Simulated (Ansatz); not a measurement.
`[CH3][W]([F])(=[S])=[S]`. The species carries charge 0 and has multiplicity 1. W: def2 effective core potential.

Cartesian coordinates in Å:
```
C -0.468 -0.089 1.007
W 0.475 0.136 -0.843
F 1.932 1.261 -0.663
S 0.979 -1.838 -1.411
S -1.042 0.890 -2.109
H -0.788 0.900 1.353
H 0.251 -0.519 1.713
H -1.340 -0.741 0.952
```

(1) List the harmonic frequencies (cm⁻¹, unscaled) at PBE0-D4/def2-TZVP in Ansatz. (Estimate.)

(2) Is this a minimum?

(3) Give the ideal-gas thermochemistry at 298.15 K and 1 bar (rigid rotor, harmonic oscillator; point group Cs, symmetry number 1).

(4) Rotational constants (cm⁻¹)?

## Answers

(1) Ansatz gave: 155, 172, 175, 183, 193, 195, 562, 562, 564, 619, 701, 705, 1214, 1403, 1413, 3030, 3118, 3148.

(2) Yes, all 18 modes are real.

(3) Zero-point energy 108.3 kJ/mol; H(298) − E = 130.1 kJ/mol; entropy 367.9 J/(mol·K), of which translation 179.2, rotation 118.7, vibration 70.0; G(298) − E = 20.4 kJ/mol.

(4) 0.07458, 0.05936, 0.05099.
